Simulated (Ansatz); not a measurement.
Ansatz results at the PBE0-D4/def2-TZVP geometry: HOMO energy (PBE0/def2-TZVPP) -9.38 eV; size of the dipole moment (B3LYP/def2-TZVPP) 0.63 D; HOMO–LUMO gap (B3LYP/def2-TZVPP) 8.78 eV.

Each molecule was computed in one conformer, which needn't be the lowest.

**Question.** Which molecule gave them?
A. `O[Si](F)(F)O[SiH3]`
B. `C[Si](O)(F)F`
C. `C[SiH](C)O[SiH3]`
D. `O[SiH2]O[SiH](F)F`

**Answer.** A. The others give `C[SiH](C)O[SiH3]`: -8.29, 0.91, 8.15; `O[SiH2]O[SiH](F)F`: -9.23, 2.46, 9.00; `C[Si](O)(F)F`: -10.03, 1.09, 10.01.

B3LYP here is the variant with VWN-RPA as its local correlation; programs differ in this.
